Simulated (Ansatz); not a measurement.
**Energy profile**

The step: SiH₂F₂ ([F][SiH2][F]) + HF + HF → SiHF₃ ([F][SiH]([F])[F]) + HF + H₂; bonds formed: Si1–F7, H2–H8, H6–F9; bonds broken: Si1–H2, H6–F7, H8–F9 (atoms numbered as in the saddle structure below).

```tsv
atom	x (Å)	y (Å)	z (Å)
Si1	-0.7115	0.2067	-0.5733
H2	-0.4806	-0.3207	0.9651
F3	-0.3096	-0.9314	-1.5975
F4	-2.2269	-0.2161	-0.2315
H5	-0.9575	1.5791	-1.0228
H6	1.5869	0.0828	0.4132
F7	1.0551	0.7117	-0.4396
H8	0.4285	-0.5374	1.1937
F9	1.6154	-0.5747	1.2929
```

Electronic energies by CCSD(T) at an estimated basis limit (MP2 extrapolated from triple and quadruple zeta, plus CCSD(T) − MP2 in triple zeta), on PBE0-D4/def2-TZVP structures; SiH4F4, singlet; no counterpoise correction. Computed with Ansatz 0.2.0 (basis: def2-TZVPP and def2-QZVPP); correlated methods freeze the cores. Extrapolation: Hartree–Fock as exp(−7.88 √X), correlation as X^−2.97.

(1) Give the profile in kJ/mol, counted from the separated reactants. (Judge from chemistry; the value comes from the calculation.)

T1 diagnostic: at most 0.013.

Answers

(1) Computed:
```
                                                                                                                    point  kJ/mol
   separated: SiH2F2 (linked as [F][SiH2][F]; Si1, H2, F3, F4, H5; singlet) + HF (H6, F7; singlet) + HF (H8, F9; singlet)     0.0
                                                                                                          start structure   -52.1
                                                                                                                   saddle    90.6
                                                                                                            end structure  -154.9
separated: SiHF3 (linked as [F][SiH]([F])[F]; Si1, F3, F4, H5, F7; singlet) + H2 (H2, H8; singlet) + HF (H6, F9; singlet)  -139.4
```

For scale, one of the runs: CCSD(T)/def2-TZVPP, 222 basis functions, launched by `ansatz run in.yaml --threads 4 --pin off --events-out ev --progress --plain --max-ram 9574MiB`. Hardware: 4 CPU threads of an Arm Neoverse V2, shared host. Wall time 100 s; peak host memory 3.9 GiB.
